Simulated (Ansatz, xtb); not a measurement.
# C2H2Ga: which of two structures lies lower

Structure I: `[H]/[C]=[CH]\[Ga]`, a doublet. Structure II: a doublet given by its coordinates. Both are isolated molecules in the gas phase, relaxed with B3LYP-D3(BJ)/6-311G**.

I (Å):

```yaml
atoms:
  - { symbol: C, position_ang: [-1.1593, 0.2743, 0.5311] }
  - { symbol: C, position_ang: [-1.4363, -0.8743, 1.0449] }
  - { symbol: Ga, position_ang: [0.0292, -2.0208, 0.0523] }
  - { symbol: H, position_ang: [-0.4591, 0.7047, -0.1772] }
  - { symbol: H, position_ang: [-2.1973, -1.1482, 1.7685] }
```

II (Å):

```json
{"atom": "C", "x (Å)": "-0.2189", "y (Å)": "-0.5953", "z (Å)": "-0.9732"}
{"atom": "C", "x (Å)": "0.3638", "y (Å)": "0.4803", "z (Å)": "-1.2685"}
{"atom": "Ga", "x (Å)": "1.5920", "y (Å)": "-0.4592", "z (Å)": "0.4083"}
{"atom": "H", "x (Å)": "0.4285", "y (Å)": "1.3794", "z (Å)": "-1.8613"}
{"atom": "H", "x (Å)": "-1.0218", "y (Å)": "-1.2996", "z (Å)": "-1.1252"}
```

Close contacts (Å): C1–C2 1.26, C1–Ga3 2.28, C2–Ga3 2.28, C1–H5 1.08, C2–H4 1.08.

Quicker runs give these differences E(II) − E(I): GFN2-xTB −19.5 kJ/mol; HF/STO-3G −10.9 kJ/mol (at GFN2-xTB geometries); r2SCAN-D4/def2-SVP −7.1 kJ/mol (at GFN2-xTB geometries).

Problem. Estimate E(II) − E(I) at the level CCSD(T)/def2-SVP.

Solution. Calculated at CCSD(T)/def2-SVP: E(II) − E(I) = −9.8 kJ/mol, so structure II lies lower.

How the difference moves with the method:

| level | geometry | E(II) − E(I) (kJ/mol) | departure from the last row (kJ/mol) | job, with rough time for the two |
| --- | --- | --- | --- | --- |
| GFN2-xTB | GFN2-xTB | −19.5 | −9.7 | optimisation, 0.32 s |
| HF/STO-3G | GFN2-xTB | −10.9 | −1.0 | single point, 12 s |
| r2SCAN-D4/def2-SVP | GFN2-xTB | −7.1 | +2.7 | single point, 6.6 s |
| B3LYP-D3(BJ)/6-311G** | B3LYP-D3(BJ)/6-311G** | −7.9 | +2.0 | optimisation, 57 s |
| HF/def2-SVP | B3LYP-D3(BJ)/6-311G** | +17.3 | +27.1 | part of the CCSD(T) run |
| MP2/def2-SVP | B3LYP-D3(BJ)/6-311G** | −43.6 | −33.8 | part of the CCSD(T) run |
| CCSD(T)/def2-SVP | B3LYP-D3(BJ)/6-311G** | −9.8 |  | single point, 15 s |

HF/def2-SVP puts the two in the other order. The largest departure from CCSD(T)/def2-SVP is that of MP2/def2-SVP, 33.8 kJ/mol. MP2 in a larger basis moves the difference by −1.7 kJ/mol, a step that isn't added because spin contamination makes open-shell MP2 unreliable in this search.

With harmonic frequencies from B3LYP-D3(BJ)/6-311G** (ideal gas, rigid rotor, one conformer each, 298.15 K, 1 atm): the zero-point term adds −0.7 kJ/mol; ΔH is −10.1 and ΔG −9.0 kJ/mol.

Open shells are spin-unrestricted, with notable spin contamination under HF/STO-3G, HF/def2-SVP, MP2/def2-SVP, CCSD(T)/def2-SVP. The correlated steps freeze 11 core orbitals; the filled d shell of Ga is correlated, in a basis made for valence electrons. Programs: Ansatz 0.2.0, xtb 6.7.1; the last row on 2 threads of AMD EPYC 7R43 64-Core Processor (Zen 3) on a shared host.
